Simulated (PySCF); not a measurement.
Bond length, frequency and bond energy of TbI by level of theory

State: septet, about 8.4 electrons in the 4f shell (Mulliken), real f orbitals that mix terms. Set-up: PySCF, spin-free X2C with a Gaussian nucleus, basis sets Tb x2c-SVPall, I x2c-SVPall. De refers to Tb (4f9 6s2) + I in their high-spin ground configurations, without counterpoise correction. The functionals are run spin-unrestricted. A positive dipole means Tb(−)I(+).

```csv
Level,Re (Å),ωe (cm⁻¹),De (eV),μ (D),"CPU s a point (SCF and correlation, without the integrals)"
PBE,2.841,166,3.67,-3.55,21
r²SCAN,2.841,169,3.96,-3.70,30
r²SCANh,2.834,170,3.90,-3.69,15
PBE0,2.815,172,3.66,-3.42,13
M06-2X,2.809,183,4.01,-2.85,27
```

The bond length runs from 2.809 Å (M06-2X) to 2.841 Å (PBE). De spans 3.66 eV (PBE0, global hybrid GGA) to 4.01 eV (M06-2X, hybrid meta-GGA).

These are scalar-relativistic numbers at best; spin–orbit coupling would shift them, the dissociation energy most. Counting both spins, an empty level lies below a filled one in some of these solutions, because spin and occupation are held. The state is the lowest single determinant that the PBE0 search found; with open d or f shells the true ground state can be another one.

The whole job (state search and all levels along the bond) took about 12 min on 4 threads of Arm Neoverse V2 (shared host), peak memory 4.4 GiB.
